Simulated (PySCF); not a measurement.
Ligand exchange on a metal centre used in film growth or etching (Zr Cl-F). Gas-phase values, no solvent. In the def2 sets, heavy atoms carry core potentials. All members: neutral, multiplicity 1. Level: B3LYP-D3(BJ)/def2-TZVP // r2SCAN-D4/def2-SVP (PySCF), beside PBE-D3(BJ)/def2-TZVP // r2SCAN-D4/def2-SVP (PySCF) at the same geometries. B3LYP has the VWN-RPA correlation part, as in Gaussian.  Orbital energies are measured against the vacuum level.

```csv
species,"LUMO, PBE (eV)","LUMO, B3LYP-D3(BJ) (eV)"
[Zr(Cl)4],-3.52,-2.95
[Zr(Cl)3(F)],-3.32,-2.76
[Zr(Cl)2(F)2],-3.08,withheld
[Zr(Cl)(F)3],-2.70,-2.11
[Zr(F)4],-2.26,-1.67
```

Problem. Fit y = a + b·x, y being the LUMO at the first level, to the 4 complete rows by least squares, with x = the PBE value in eV. Give a, b and the rms residual, and predict the withheld value.

Solution. Means of the 4 rows: x̄ = -2.95, ȳ = -2.3725 eV. Σ(x − x̄)² = 1.0004 and Σ(x − x̄)(y − ȳ) = 1.0229, so b = 1.022 and a = ȳ − b·x̄ = 0.642 eV. The rms residual is 0.007 eV. At x = -3.08 the line gives -2.51 eV. The run for [Zr(Cl)2(F)2] gave -2.52 eV, so the line is off by 0.01 eV, within twice the rms residual.

Codes: PySCF.
